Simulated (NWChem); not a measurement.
Molecule: C$_{3}$H$_{3}$ClF$_{2}$; SMILES FC(F)/C=C/Cl

```xyz
9

F     -0.9604     2.2929    -0.3134
C     -0.0635     1.5587     0.3854
F      1.1522     1.7391    -0.1752
C     -0.4616     0.1187     0.3674
C      0.3595    -0.8369    -0.0615
Cl    -0.0586    -2.5020    -0.0900
H     -0.0277     1.9684     1.4122
H     -1.4658    -0.1119     0.7333
H      1.3661    -0.6219    -0.4273
```
Atoms are numbered in this order, from 1.

Level: PBE0/def2-SVP (NWChem), optimised geometry, unscaled harmonic frequencies. 

```json
[
 {"frequency (cm⁻¹)": "102", "IR intensity (km/mol)": "0.6"},
 {"frequency (cm⁻¹)": "167", "IR intensity (km/mol)": "1.2"},
 {"frequency (cm⁻¹)": "183", "IR intensity (km/mol)": "1.9"},
 {"frequency (cm⁻¹)": "322", "IR intensity (km/mol)": "0.7"},
 {"frequency (cm⁻¹)": "442", "IR intensity (km/mol)": "1.4"},
 {"frequency (cm⁻¹)": "544", "IR intensity (km/mol)": "9.2"},
 {"frequency (cm⁻¹)": "682", "IR intensity (km/mol)": "37.8"},
 {"frequency (cm⁻¹)": "848", "IR intensity (km/mol)": "22.4"},
 {"frequency (cm⁻¹)": "887", "IR intensity (km/mol)": "45.1"},
 {"frequency (cm⁻¹)": "968", "IR intensity (km/mol)": "47.4"},
 {"frequency (cm⁻¹)": "998", "IR intensity (km/mol)": "23.9"},
 {"frequency (cm⁻¹)": "1145", "IR intensity (km/mol)": "147.7"},
 {"frequency (cm⁻¹)": "1201", "IR intensity (km/mol)": "104.5"},
 {"frequency (cm⁻¹)": "1238", "IR intensity (km/mol)": "21.6"},
 {"frequency (cm⁻¹)": "1292", "IR intensity (km/mol)": "1.0"},
 {"frequency (cm⁻¹)": "1394", "IR intensity (km/mol)": "61.7"},
 {"frequency (cm⁻¹)": "1413", "IR intensity (km/mol)": "93.6"},
 {"frequency (cm⁻¹)": "1742", "IR intensity (km/mol)": "98.3"},
 {"frequency (cm⁻¹)": "3071", "IR intensity (km/mol)": "43.9"},
 {"frequency (cm⁻¹)": "3224", "IR intensity (km/mol)": "0.6"},
 {"frequency (cm⁻¹)": "3242", "IR intensity (km/mol)": "3.1"}
]
```

The zero-point energy is 35.9 kcal/mol, the thermal correction to the enthalpy at 298.15 K (with zero-point energy) comes out as 40.2 kcal/mol and the heat capacity Cv is 19.6 cal/(mol K). The entropy at 298.15 K and 1 atm (symmetry number 1) is 79.7 cal/(mol K). The dipole moment comes out as 1.39 D.

Rigid rotor and harmonic oscillator.
